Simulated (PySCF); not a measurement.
Computed Raman spectrum (relative Raman activity) of a molecule C3H10BN. Geometry optimised at B3LYP-D3(BJ)/def2-SVP. One conformer was computed; it need not be the lowest. Method: B3LYP-D3(BJ)/def2-SVP in PySCF 2.14.0. No scaling factor is applied to the harmonic values.

Lines under 2 % of the strongest are left out, and lines within 2 cm⁻¹ are merged.

```
ν (cm⁻¹)  relative intensity
--------  ------------------
689                      5.4
1068                     2.9
1297                     3.4
1327                     5.4
1360                     4.3
1436                      11
1439                     9.5
1448                     4.1
1451                     7.2
1453                     7.6
1473                     9.5
1477                      11
1557                     2.9
3001                     100
3007                      71
3015                      96
3053                      70
3075                      52
3079                      32
3092                      47
3108                      43
3142                      26
3582                      56
```

**Question.** Which structure fits?
A) CNB(C)C
B) BNC(C)C
C) CBN(C)C
D) BN(C)CC

**Answer.** A, CNB(C)C
